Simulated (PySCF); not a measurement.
Al(H)(I)(OMe) (CH4AlIO), SMILES C[O][AlH][I].

Coordinates come from a PBE0-D3(BJ)/def2-SVP optimisation. The structure was generated by enumeration; whether it is a known compound was not checked. The def2 effective core potentials stand for the cores of I; spin–orbit coupling is left out. Other conformers were not sampled.

The numbers are results of PySCF with TDDFT-PBE/def2-SVPD, not measurements.

Vertical excitations. Gas-phase values at a fixed geometry. State labels are in the subgroup Cs.

Computed UV-visible absorptions:
| state | symmetry | energy (eV) | λ (nm) | f | main pairs |
|---|---|---|---|---|---|
| S1 | A" | 4.82 | 257 | 0.000 | HOMO→LUMO 100 % |
| S2 | A' | 5.16 | 240 | 0.027 | HOMO−1→LUMO 82 % |
| S3 | A" | 5.20 | 239 | 0.000 | HOMO−2→LUMO 100 % |
| S4 | A" | 5.40 | 230 | 0.014 | HOMO−1→LUMO+1 99 % |
| S5 | A' | 5.42 | 229 | 0.040 | HOMO→LUMO+1 84 % |
| S6 | A' | 5.65 | 220 | 0.045 | HOMO−3→LUMO 75 %, HOMO−2→LUMO+1 17 % |
| S7 | A' | 5.86 | 212 | 0.115 | HOMO−2→LUMO+1 70 %, HOMO−3→LUMO 17 % |
| S8 | A" | 5.88 | 211 | 0.038 | HOMO−3→LUMO+1 98 % |
| S9 | A" | 6.26 | 198 | 0.005 | HOMO−4→LUMO 98 % |
| S10 | A' | 6.57 | 189 | 0.017 | HOMO→LUMO+2 88 % |
| T1 | A' | 4.67 | 265 | 0 | HOMO−1→LUMO 99 % |
| T2 | A" | 4.71 | 263 | 0 | HOMO→LUMO 100 % |
| T3 | A' | 4.97 | 249 | 0 | HOMO−3→LUMO 97 % |
| T4 | A" | 5.02 | 247 | 0 | HOMO−2→LUMO 91 % |
Triplets are in the Tamm–Dancoff approximation, which puts them higher than full response would, so one can lie above its singlet here.
